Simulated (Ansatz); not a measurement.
## A geometry optimisation of AlNO2 with PBE-D3(BJ)/def2-SVP

The starting geometry of this gas-phase singlet was optimised with GFN2-xTB.

```yaml
atoms:
  - { symbol: Al, position_ang: [-0.9007, -0.8931, -1.8276] }
  - { symbol: N, position_ang: [0.2685, -1.2249, -0.3095] }
  - { symbol: O, position_ang: [1.1934, -1.5488, 0.3801] }
  - { symbol: O, position_ang: [-0.7340, -2.1054, -0.4782] }
```

Where would you expect an optimisation with PBE-D3(BJ)/def2-SVP to take it?

It keeps its links, though one stretches towards breaking. Distances that change by over a tenth: Al1–N2 (1.94 → 2.17 Å).

The energy falls by 0.29 eV over 8 steps:

```tsv
step	E − E(last) (eV)
1	0.293
2	0.139
3	0.007
4	0.002
5	0.001
6	0.000
7	0.000
8	0.000
```

Final geometry (Å):

```yaml
atoms:
  - { symbol: Al, position_ang: [-1.0445, -0.8455, -1.9162] }
  - { symbol: N, position_ang: [0.3901, -1.3001, -0.3546] }
  - { symbol: O, position_ang: [1.1837, -1.5468, 0.5047] }
  - { symbol: O, position_ang: [-0.7022, -2.0797, -0.4690] }
```

Frequencies at the end are all real (lowest 156 cm⁻¹). Run with Ansatz 0.2.0, 22 s on 1 thread of AMD EPYC (Zen 3), on a shared host.
